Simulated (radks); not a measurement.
Values are calculated unless marked as measured or tabulated.
Charge is removed step by step from the 6s down level of neutral praseodymium, starting from [Xe] 4f3 6s(up 1, down 1). Level of theory: scalar-relativistic Kohn-Sham, r2SCAN, spin-polarised, spherical densities, finite nucleus; open shells are filled with parallel spins first (spin-orbit coupling, left out, can overturn this in heavy ions); meta-GGA in the generalised Kohn-Sham scheme; Fermi nuclear charge, rms radius 4.8919 fm (a radial shooting solver on a logarithmic mesh with Libxc functionals).

removed (e),E - E(0) (eV),eigenvalue (eV)
0,0.000,-3.381
0.1,0.357,-3.753
0.2,0.750,-4.122
0.3,1.180,-4.487
0.4,1.647,-4.846
0.5,2.149,-5.194
0.6,2.685,-5.527
0.7,3.253,-5.836
0.8,3.851,-6.110
0.9,4.473,-6.332

The mean slope of the eigenvalue, de/dn, is 3.28 eV per electron.
